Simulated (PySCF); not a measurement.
Excitation energy of O²⁺ by level of theory

O²⁺ [He] 2s2 2p2 (3P) → O²⁺ [He] 2s1 2p2 3d1 (high-spin determinant), as a difference of total energies. All numbers are calculated (PySCF 2.14, scalar relativity by spin-free X2C-1e, in x2c-TZVPPall with one added diffuse shell each of s, p, d type (6s4p3d1f, 40 functions)). Correlated levels: valence: 1s2 frozen. The calculations carry no spin-orbit coupling.

```json
{"method": "UHF", "excitation energy (cm⁻¹)": "382430"}
{"method": "MP2 (valence)", "excitation energy (cm⁻¹)": "394950"}
{"method": "SCS-MP2 (valence)", "excitation energy (cm⁻¹)": "398230"}
{"method": "CCSD (valence)", "excitation energy (cm⁻¹)": "397760"}
{"method": "CCSD(T) (valence)", "excitation energy (cm⁻¹)": "397520"}
```

A first-order spin-orbit estimate (lowest level to lowest level, LS coupling) adds 0.006 eV.

The promoted electron is Rydberg-like, and one or two diffuse shells describe it only roughly, which tends to raise the upper state.

The coupled-cluster amplitudes are large for the upper state (T1 above 0.03 or a double amplitude above 0.15), so a single reference is strained.

The determinant of the upper state mixes LS terms, which raises its energy above the lowest term, most at the Hartree-Fock and MP2 levels.
